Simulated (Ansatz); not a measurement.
Species: C$_{2}$H$_{6}$BrGa (charge 0, singlet). SMILES: [CH3][Ga]([CH3])[Br]
Geometry: optimised at B3LYP-D3(BJ)/def2-TZVP (Ansatz, a quantum-chemistry and plane-wave program).

Wanted: vertical ionisation energy (to the doublet state of charge +1; each state is the SCF solution reached for its spin; for the doublet T1 is 0.047), in eV. Valence correlation only, unless marked. Open shells are spin-unrestricted. No spin-orbit coupling. The frozen core is the preceding noble-gas configuration, with the filled d and f shells of earlier blocks. No relativistic terms. CBS marks a two-point X^-3 extrapolation of the correlation energy; Hartree-Fock from the larger set. [CCSD(T)-MP2]/basis is that difference in the basis named.

```tsv
level	program	vertical ionisation energy (eV)	minus last row
HF/aug-cc-pVDZ	Ansatz	9.21	-0.85
HF/aug-cc-pVTZ	Ansatz	9.15	-0.91
HF/aug-cc-pVQZ	Ansatz	9.14	-0.92
r2SCAN/def2-TZVPD	Ansatz	9.37	-0.69
B3LYP/def2-TZVPD	Ansatz	9.49	-0.57
BHLYP/def2-TZVPD	Ansatz	9.72	-0.34
CAM-B3LYP/def2-TZVPD	Ansatz	9.78	-0.28
MP2/aug-cc-pVDZ	Ansatz	10.05	-0.01
MP2/aug-cc-pVTZ	Ansatz	10.16	0.10
RI-MP2/aug-cc-pVTZ	Ansatz	10.16	0.10
SCS-MP2/aug-cc-pVTZ	Ansatz	10.09	0.03
CCSD/aug-cc-pVDZ	Ansatz	9.82	-0.24
CCSD(T)/aug-cc-pVDZ	Ansatz	9.78	-0.28
RI-MP2/CBS(aug-cc-pVTZ,aug-cc-pVQZ)+[CCSD(T)-MP2]/aug-cc-pVDZ	Ansatz	10.05	-0.01
RI-MP2/CBS(aug-cc-pVTZ,aug-cc-pVQZ)+[CCSD(T)-MP2]/aug-cc-pVTZ	Ansatz	10.06	0.00
```
